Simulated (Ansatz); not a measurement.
## Molecular dynamics of Cl$_{2}$GeH$_{4}$O

input.yaml

```yaml
crystal:
  periodic: [false, false, false]
  atoms:
    - { symbol: Ge, position_ang: [0.151039, -0.283663, -0.113474] }
    - { symbol: H, position_ang: [0.950524, 0.331596, 1.448628] }
    - { symbol: Cl, position_ang: [1.789153, 0.447756, -1.327779] }
    - { symbol: H, position_ang: [-1.052828, 0.654765, 0.137792] }
    - { symbol: Cl, position_ang: [-0.797064, -1.761832, -1.471656] }
    - { symbol: O, position_ang: [0.627421, -1.738521, 1.151857] }
    - { symbol: H, position_ang: [-0.05034, -2.413033, 1.381108] }
    - { symbol: H, position_ang: [0.840895, -0.726867, 1.720724] }
basis:
  gaussian: { orbitals: def2-SVP }
hamiltonian:
  xc: pbe
  dispersion: d4
md:
  timestep: 0.5
  n_steps: 200
  ensemble: nve
  temperature: 300.0
  initial_velocities: maxwell_boltzmann
  seed: 6950
```

Run as:

```bash
$ ansatz run input.yaml --threads 2 --pin off --max-ram 3072MiB --backend cpu --events-out ev --progress --plain --runs-dir out
```

It starts at the highest image of a converged band. Of that band: Neighbouring images differ by up to 1.5 eV, so the band resolves the path poorly. A vibrational analysis at the climbing image gives one clearly imaginary mode, 1225i cm⁻¹: a first-order saddle point.

Output, in part (step lines, the closing report, with atoms numbered from 0):

```
md step     0: t =     0.00 fs  T =   300.0 K  F+E_penalty+E_count = -83638.64818050 eV  E_kin = 0.232668 eV  conserved = -83638.41551250 eV  (27 SCF iters)
[... lines left out ...]
Total energy: -83639.65009550 eV, -3073.7004480185 hartree
Atom 0 at     0.054216    -0.596607    -0.198524 Å, force     0.775061     1.751927    -1.012290 eV/Å
Atom 1 at     5.079074     3.985492     4.878209 Å, force     0.454716     0.876633     0.354446 eV/Å
Atom 2 at     1.851178     0.468942    -1.101323 Å, force    -0.949851    -0.558152     0.122740 eV/Å
Atom 3 at    -0.920501     0.549652     0.192081 Å, force    -0.019586    -0.136706     0.108158 eV/Å
Atom 4 at    -1.045024    -1.649032    -1.764359 Å, force     0.506021    -0.237675     0.571114 eV/Å
Atom 5 at     0.857774    -1.298429     1.221343 Å, force    -0.263550     0.322132     0.873732 eV/Å
Atom 6 at     0.962743    -0.493695     1.823259 Å, force    -0.048290    -1.141506    -0.663374 eV/Å
Atom 7 at     5.426285     4.656454     5.149770 Å, force    -0.454522    -0.876655    -0.354526 eV/Å
Dipole moment:    -0.283706     0.147752     0.406301 e Å
```

The steps, from the saved trajectory:

```tsv
time (fs)	T (K)	potential energy less start (eV)	conserved less start (meV/atom)
0	300	0.000	0.00
3	229	0.056	0.11
6	185	0.090	0.17
9	303	-0.002	0.03
12	402	-0.078	0.15
15	637	-0.260	0.10
18	943	-0.499	0.02
21	1189	-0.689	0.15
24	1449	-0.890	0.06
27	1669	-1.062	-0.04
30	1708	-1.091	0.15
33	1695	-1.081	0.11
36	1614	-1.019	0.05
39	1563	-0.978	0.15
42	1662	-1.055	0.08
45	1890	-1.233	0.09
48	2117	-1.408	0.12
51	2152	-1.436	-0.02
54	2016	-1.330	0.07
57	1874	-1.219	0.20
60	1742	-1.118	0.06
63	1636	-1.036	0.08
66	1663	-1.056	0.09
69	1724	-1.104	0.05
72	1778	-1.145	0.17
75	1946	-1.276	0.09
78	2064	-1.369	-0.06
81	1985	-1.306	0.10
84	1851	-1.202	0.11
87	1621	-1.024	0.00
90	1354	-0.817	0.12
93	1352	-0.815	0.08
96	1486	-0.920	0.04
99	1547	-0.966	0.15
```

The run went to its last step. The conserved energy stayed within 0.21 meV per atom of its start (net change 0.083 meV per atom), so the integration is sound. The kinetic energy rose, since the run started high on the potential surface and went downhill. It ends in pieces (Cl2GeH2O + H2), so much of that is their flight and rotation, not heat. A run of 0.1 ps of so small a system gives no equilibrium averages. The orbitals stay closed-shell, which can raise the energy where a bond breaks towards radicals; this wasn't checked here.

Between its relaxed ends the band would form Ge1–O6, H2–H8 and break Ge1–H2, O6–H8. These pairs go: Ge1–O6 1.99 → 1.78 Å, H2–H8 1.10 → 0.80 Å, Ge1–H2 1.86 → 8.49 Å, O6–H8 1.18 → 8.47 Å. In the last frame they stand as after the step (other bonds may differ from the relaxed reactants and products). It ends as Cl2GeH2O + H2. Pairs count as bonded within 1.25 times the sum of covalent radii (0.12 Å more for H–H).

Last frame:

```xyz
8
Properties=species:S:1:pos:R:3
Ge 0.054 -0.597 -0.199
H 5.079 3.986 4.878
Cl 1.851 0.469 -1.101
H -0.920 0.550 0.192
Cl -1.045 -1.649 -1.764
O 0.858 -1.298 1.221
H 0.963 -0.494 1.823
H 5.426 4.657 5.150
```

Time of the run: 5.3 min on 2 threads of Arm Neoverse V2 (shared host), peak memory 0.17 GiB.
